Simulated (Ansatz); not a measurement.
Job for Ansatz (an electronic-structure program): R-r2SCAN/def2-TZVPP on ClGeH (SMILES [Cl][GeH]), a point of a bond scan (R = 1.606 Å).

Ansatz 0.2 input:
```yaml
crystal:
  periodic: [false, false, false]
  atoms:
    - {symbol: Ge, position_ang: [0.52862057, -0.16248943, 0.50490017]}
    - {symbol: H, position_ang: [1.62035373, -0.38333295, -0.65157602]}
    - {symbol: Cl, position_ang: [-1.09036542, 0.32841146, -0.91207233]}
basis:
  gaussian:
    orbitals: def2-TZVPP
    pivot_positions_ang: [[0.52862057, -0.16248943, 0.50490017], [1.62035373, -0.38333295, -0.65157602], [-1.09036542, 0.32841146, -0.91207233]]
hamiltonian:
  xc: {name: r2SCAN}
scf: {lower_state_search: off}
output: {orbitals: {seedname: ./end}}
```

Program output:

```
WARN ansatz: RAYON_NUM_THREADS=1 ignored (pool sized by the plan → 1); use --threads N
Functional definition: r2SCAN
these checks for a lower state are left out or cut short: stability, starts, cluster_reference, orbital_swaps, neighbouring_geometries, increment
integrals: 0.03 GiB planned
711 factors; their error is unknown
mean field: 0.25 GiB planned
mean field evaluation 1: about -69055.9154 eV, gradient 2.0e1 eV
mean field evaluation 2: about -69054.4169 eV, gradient 3.3e1 eV
mean field evaluation 4: about -69056.6590 eV, gradient 1.4e0 eV
mean field evaluation 8: about -69056.6466 eV, gradient 2.1e-2 eV
mean field evaluation 16: about -69056.6466 eV, gradient 3.9e-6 eV
mean field -69056.64655302 eV, -2537.7849525471 hartree, gradient 3.9e-6 eV, S^2 0.000000; 0 other end points of the search recorded, 0 dependent functions left out
reference -69056.64656061 eV, -2537.7849528260 hartree; 25, 25 occupied and 79, 79 virtual orbitals, 711 factors
Total energy: -69056.64656061 eV, -2537.7849528260 hartree
Checks for a lower state left out: stability, starts, cluster_reference, orbital_swaps, neighbouring_geometries, increment
```

The calculation finished and met its thresholds.

Cost: around 1.7 core-seconds (rough).
